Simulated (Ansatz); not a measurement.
Calculated with Ansatz (gas phase, PBE0-D4/def2-TZVP geometries, no zero-point term in ΔE). CBS: MP2 limit from def2 TZ/QZ plus the TZ coupled-cluster correction, frozen cores. This one scheme is used for every species. DFT in def2-TZVPP. HSE06 is defined as in plane-wave codes. For Ge outer-core shells are correlated without core-valence functions, which leaves a few kJ/mol of doubt a bond. Scalar relativity is left out up to krypton.

Consider the germylene loss: `[NH2][GeH3]` → NH₃ + `[GeH2]`.

Q: Is it downhill or uphill in electronic energy at CCSD(T)/CBS, and by how much? (Estimate.)

A: Computed: Uphill: ΔE = +164.1 kJ/mol.

Q: What do these levels give: ωB97X-V, HSE06, HF/def2-TZVPP, HF/def2-QZVPP, MP2/def2-QZVPP, MP2/CBS(def2)? (Best estimate.)

A: Computed: ωB97X-V 171.8, HSE06 164.1, HF/def2-TZVPP 147.1, HF/def2-QZVPP 146.4, MP2/def2-QZVPP 182.7, MP2/CBS(def2) 180.3 kJ/mol.

Largest T1 diagnostic among the species: 0.012.

From BLYP to BHLYP (50 % exact exchange), in def2-TZVPP and without D4, ΔE moves by +28.4 kJ/mol. The D4 term adds +8.0 kJ/mol with B3LYP and +4.2 kJ/mol with PBE0; it sums over pairs of atoms, weighted by their polarisabilities, and B3LYP, whose exchange is more repulsive, gets the larger term.

B3LYP here is the variant with VWN-RPA as its local correlation; programs differ in this.
